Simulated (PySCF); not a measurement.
C3H7BF2O, SMILES CO[C@H](C)B(F)F. Atoms are numbered in the order given.

```xyz
14

C      2.2448    -0.7049     1.0212
O      1.3337    -0.2875     0.0397
C      0.0008    -0.1210     0.4810
C     -0.7167    -1.4479     0.7825
B     -0.7851     0.7216    -0.5954
F     -2.0669     1.0005    -0.3986
F     -0.2370     1.1825    -1.7002
H      2.0483    -1.7319     1.3849
H      3.2477    -0.6875     0.5705
H      2.2420    -0.0264     1.8991
H     -0.0135     0.4900     1.4149
H     -0.2419    -1.9891     1.6148
H     -1.7658    -1.2636     1.0592
H     -0.6989    -2.1037    -0.1024
```

The structure is a stationary point at B3LYP-D3(BJ)/def2-SVP. The structure was generated by enumeration; whether it is a known compound was not checked. The values are those of a single conformer.

The numbers are results of HF/def2-TZVP in PySCF, not measurements.

ESP charges are fitted to the potential on shells at 1.4 to 2.0 van der Waals radii. Atomic charges (e):

```json
[
 {"atom": "C1", "Mulliken": "-0.13", "ESP fit": "-0.17", "Löwdin": "-0.32"},
 {"atom": "O2", "Mulliken": "-0.38", "ESP fit": "-0.39", "Löwdin": "0.13"},
 {"atom": "C3", "Mulliken": "0.06", "ESP fit": "0.19", "Löwdin": "-0.27"},
 {"atom": "C4", "Mulliken": "-0.36", "ESP fit": "-0.48", "Löwdin": "-0.25"},
 {"atom": "B5", "Mulliken": "0.74", "ESP fit": "0.75", "Löwdin": "-0.71"},
 {"atom": "F6", "Mulliken": "-0.34", "ESP fit": "-0.34", "Löwdin": "0.28"},
 {"atom": "F7", "Mulliken": "-0.31", "ESP fit": "-0.33", "Löwdin": "0.31"},
 {"atom": "H8", "Mulliken": "0.09", "ESP fit": "0.10", "Löwdin": "0.09"},
 {"atom": "H9", "Mulliken": "0.12", "ESP fit": "0.13", "Löwdin": "0.11"},
 {"atom": "H10", "Mulliken": "0.09", "ESP fit": "0.09", "Löwdin": "0.10"},
 {"atom": "H11", "Mulliken": "0.06", "ESP fit": "0.04", "Löwdin": "0.16"},
 {"atom": "H12", "Mulliken": "0.11", "ESP fit": "0.14", "Löwdin": "0.11"},
 {"atom": "H13", "Mulliken": "0.13", "ESP fit": "0.11", "Löwdin": "0.13"},
 {"atom": "H14", "Mulliken": "0.11", "ESP fit": "0.16", "Löwdin": "0.12"}
]
```

Computed Mayer and Wiberg (Löwdin basis) orders of the bonds:
```tsv
bond	Mayer	Wiberg
C1–O2	0.93	1.50
O2–C3	0.92	1.40
C3–C4	0.96	1.20
C3–B5	1.00	1.11
B5–F6	1.08	2.01
B5–F7	1.12	2.05
C1–H8	0.99	0.94
C1–H9	0.99	0.94
C1–H10	0.99	0.94
C3–H11	0.96	0.78
C4–H12	0.99	0.91
C4–H13	0.98	0.90
C4–H14	0.98	0.90
```
